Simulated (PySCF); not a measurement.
**Mayer bond orders and bond lengths**

1,4-cyclohexanedione, C6H8O2.
SMILES with atom numbers: `[O:1]=[C:2]1[CH2:3][CH2:4][C:5](=[O:6])[CH2:7][CH2:8]1` (hydrogens: H9, H10 on C3; H11, H12 on C4; H13, H14 on C7; H15, H16 on C8)

Geometry (PBE0-D3(BJ)/def2-SVP, Å), atoms numbered from 1 in this order:
```
atom  x, y, z in Å
O1    -0.4836    2.6301   -0.3639
C2    -0.2750    1.4518   -0.2221
C3     1.0570    0.9177    0.2700
C4     1.3462   -0.4990   -0.2140
C5     0.2480   -1.4820    0.1452
O6     0.4601   -2.6579    0.3011
C7    -1.1356   -0.8773    0.2948
C8    -1.3223    0.3959   -0.5228
H9     1.8416    1.6330   -0.0134
H10    1.0115    0.9355    1.3746
H11    1.4267   -0.5100   -1.3167
H12    2.2996   -0.8923    0.1652
H13   -1.8778   -1.6510    0.0533
H14   -1.2640   -0.6557    1.3703
H15   -2.3155    0.8466   -0.3886
H16   -1.2333    0.1666   -1.6007
```

Bond orders from the PBE0/pcSseg-1 density (PySCF). Isolated species at its PBE0-D3(BJ)/def2-SVP geometry (one conformer only).

(1) How far do the computed orders between heavy atoms stray from the drawn ones?

(2) Set the Mayer orders of the bonds between heavy atoms beside their lengths.

## Answers

(1) The largest departure is 0.023, at O1–C2 (drawn double, 2.023), C5–O6 (drawn double, 2.023), C2–C3 (drawn single, 0.977), C5–C7 (drawn single, 0.977) and 4 more.

(2) 
| bond | drawn as | length (Å) | Mayer order |
| --- | --- | --- | --- |
| O1–C2 | double | 1.205 | 2.023 |
| C2–C3 | single | 1.517 | 0.977 |
| C3–C4 | single | 1.525 | 1.020 |
| C4–C5 | single | 1.517 | 0.978 |
| C5–O6 | double | 1.205 | 2.023 |
| C5–C7 | single | 1.517 | 0.977 |
| C7–C8 | single | 1.525 | 1.020 |
| C8–C2 | single | 1.517 | 0.978 |

By pair of heavy elements: C–O: all 2 within 0.02 of one another (2.023 to 2.023). C–C: lowest C2–C3, C5–C7, C4–C5 and 1 more (0.977, 1.517 Å), highest C3–C4 and C7–C8 (1.020, 1.525 Å); in 8 of the 15 pairs the longer bond (by over 0.003 Å) has the higher order (by 0.02 or more). Bonds named together lie within 0.004.

Q: And the bonds to hydrogen?

A: C–H: 0.92 to 0.93 (8 bonds).

Q: Sum the orders of all bonds at each heavy atom with more than one neighbour and set the sums beside the valence in the SMILES.

A: C2 3.978 (drawn 4), C3 3.848 (drawn 4), C4 3.849 (drawn 4), C5 3.978 (drawn 4), C7 3.848 (drawn 4), C8 3.849 (drawn 4). Orders between atoms that aren't bonded are not in these sums.

For a closed shell the Mayer order of atoms A and B is Σ (PS)μν (PS)νμ over the basis functions μ on A and ν on B, with P the density and S the overlap matrix.

These values come from a run that also computed NMR shieldings. On an Arm Neoverse V1 with one thread, no GPU, shared host, this took 22 s wall.
